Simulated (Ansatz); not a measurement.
The cluster Pd₄H₇, relaxed as a doublet with UKS PBE0-D4/def2-SVP in Ansatz, starting from the GFN2-xTB geometry. Force threshold 0.02 eV/Å.

In the def2 sets Pd takes a core potential; there is no spin–orbit coupling. In the doublet, H6 and H8 lie 0.84 Å apart, H7 and H11 lie 0.88 Å apart (atoms count from 1), so H2 has formed as a molecule. The relaxation made no stability test and no search for a lower SCF solution. No other spin state of charge 0 was run. Another isomer (doublet) lies 0.24 eV lower at PBE0-D4/def2-TZVP; other spin states weren't run for this one.

Start:

```xyz
11

Pd   -2.6523    0.7129   -0.1488
Pd   -0.7387   -0.8582    0.7214
Pd   -0.4303    1.3012   -1.0966
Pd    1.8213   -0.0557   -0.1353
H    -2.2395    2.1688   -0.8553
H     2.9145   -0.6189    0.7548
H    -0.6601   -2.1202    1.5102
H     3.0901    0.5115   -0.7354
H     0.9686    0.6391   -1.5325
H    -2.8925   -0.7567    0.5313
H     0.8188   -0.9237    0.9862
```

Q: Estimate the energy that the relaxation releases and the steps that it takes.

A: 289.9 kJ/mol, in 32 steps; 4.4 min on 4 threads of Arm Neoverse V1 on a shared host. The force fell under the threshold at step 24, but the optimiser went on and released 0.005 eV more. No frequencies were taken in this run, so the end may be a saddle point.

Q: Does the start keep its bonding?

A: Bonds lost: Pd4–H11 (atoms count from 1). Bonds formed: Pd2–H10, Pd3–H10 (atoms count from 1).

Q: Predict the relaxed structure.

A: 
```xyz
11

Pd   -3.088    0.240   -0.521
Pd   -0.884   -0.674    0.926
Pd   -0.680    1.488   -0.657
Pd    1.485   -0.252   -0.170
H    -2.367    1.726   -0.625
H     3.231   -0.137   -0.399
H    -0.516   -1.894    2.041
H     2.938   -0.320   -1.162
H     1.056    1.323   -0.589
H    -1.406   -0.054   -0.768
H     0.231   -1.446    1.925
```
Bond lengths (bridged metal pairs left out): 1 × Pd–Pd 2.64 Å; 11 × H–Pd 1.65 to 1.88 Å.
